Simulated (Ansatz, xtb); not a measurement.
Pulling on the B1–I4 bond in BH2I (SMILES BI) (multiplicity 1 held, fragments rigid). Energies count from the point at 2.114 Å.
Geometry at that point (charge 0, multiplicity 1):
```csv
atom,x (Å),y (Å),z (Å)
B,-1.0069,-1.5282,0.2633
H,-0.6251,-2.3051,1.0692
H,-1.9865,-1.6589,-0.3861
I,0.1443,0.2190,-0.0377
```

R- and RO- levels are restricted; in cc, def2 and unpolarised 6-31G sets they are followed outwards from rest. U- levels take the lowest unrestricted solution at each point, which mixes spins at long bonds. Levels need not reach the same state.

Correlated levels freeze the cores. Filled d and f shells under p-block atoms count as core.

Programs: Ansatz (an electronic-structure program) with Gaussian orbitals; xtb for the GFN methods.  In def2 rows elements past Kr take small-core potentials, without spin–orbit coupling. The GFN methods have no spin term and hold the electronic entropy of 300 K.

**Question.** One of these levels gives 3.818 eV for the energy at R = 6.764 Å. Which one is it?
A) GFN2-xTB
B) R-MP2/def2-SVP
C) U-SCS-MP2/def2-SVP

**Answer.** C, U-SCS-MP2/def2-SVP. The others give 4.356 (GFN2-xTB), 4.795 (R-MP2/def2-SVP)

Doubts at one or more of the structures used: a restricted determinant that unrestricted orbitals would lower (R-MP2/def2-SVP); a spin-contaminated determinant (U-SCS-MP2/def2-SVP).
